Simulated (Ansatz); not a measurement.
The same atomization along the group N, As, Sb.

Isolated molecules relaxed with PBE0-D4/def2-TZVP in Ansatz; ΔE leaves out vibrations. CCSD(T)/CBS adds triple-zeta CCSD(T) − MP2 to the extrapolated MP2 energy (def2 sets, frozen cores). Small cases extrapolate CCSD(T) itself. DFT in def2-TZVPP. Open shells (•) are unrestricted, without spin–orbit coupling. Spin–orbit coupling would lower the free atoms: a little for F. Elements past krypton have def2 core potentials. Bonds to As, Sb are less sure, by a few kJ/mol each and by 10 to 20 or more in all where they break to atoms, as the def2 sets lack core-valence functions. Scalar relativity is left out up to krypton.

| reaction | ωB97X-V (eV) | RPA@PBE/def2-TZVPP (eV) |
| --- | --- | --- |
| `FN(F)F` → 3 F• + N• | 9.25 | 7.43 |
| `F[As](F)F` → 3 F• + As• | 14.28 | 12.42 |
| `[F][Sb]([F])[F]` → 3 F• + Sb• | 14.10 | 12.18 |

(1) Give the CCSD(T)/CBS values in the same order. (Estimate.)

Largest T1 diagnostic: 0.015, for `[F][Sb]([F])[F]`.

Extrapolated directly: `FN(F)F` → 3 F• + N•.

Answers

(1) Computed: 8.88, 14.05, 14.10 eV.

For atomizations the MP2-based limit and the directly extrapolated one differ by several kJ/mol either way, and by 10 to 25 for some Ge, Se and Sn compounds, so smaller differences from it don't rank the levels.
